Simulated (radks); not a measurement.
Values are calculated unless marked as measured or tabulated.
Valence configurations of F I (all share [He]). Code: a radial shooting solver on a logarithmic mesh with Libxc functionals. Model: non-relativistic Kohn-Sham, PBE, spin-polarised, spherical densities, point nucleus; open shells are filled with parallel spins first. Energies are relative to 2s2 2p5; eigenvalues in eV for spin up.

| valence | E (eV) | moment (Bohr magnetons) | e(2p) | e(2s) |
|---|---|---|---|---|
| 2s2 2p5 | 0.000 | 1 | -11.864 | -30.591 |
| 2s1 2p6 | 18.613 | 1 | -12.399 | -31.296 |
| 2s1.5 2p5.5 | 9.316 | 1 | -12.133 | -30.946 |

NIST lists [He] 2s2 2p5 as the ground configuration; this level of theory agrees among the configurations tried. The energies are those of spherical high-spin densities, not of single terms.
